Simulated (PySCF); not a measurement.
# State search for KH

Unrestricted PBE0; K x2c-TZVPall, H x2c-TZVPall; spin-free X2C with a Gaussian nucleus (PySCF 2.14). Outer shells of the fragments: K 4s1; H 1s1.

Followed along the bond (rough minima from three points):

```csv
2Ms+1,unpaired,⟨S²⟩ at the start,R at minimum (Å),Te (eV)
1,none,0.00,2.26,0.00
3,σ ↑↑,2.00,none in the scan,≤ 2.01
```

Solutions found at the starting distance of 2.265 Å, counted from the lowest of them; the search is not exhaustive and high or unbound solutions are not listed, so other states can lie among these:

```
2Ms+1  unpaired   term  E (eV)  ⟨S²⟩  ⟨Lz²⟩  μ (D)
    1      none    ¹Σ⁺    0.00  0.00   0.00  -7.79
    3      σ ↑↑    ³Σ⁺    2.14  2.00   0.00   3.02
    3  σ ↑, π ↑     ³Π    3.36  2.00   1.00  -1.14
    1  σ ↑, π ↓  mixed    3.42  1.00   1.00  -0.59
```

A term symbol is given only where ⟨S²⟩ and ⟨Lz²⟩ are close to those of a pure state; real π, δ and φ orbitals otherwise mix terms. A positive dipole means K(−)H(+).

Counting both spins, an empty level lies below a filled one in some of these solutions, because spin and occupation are held.
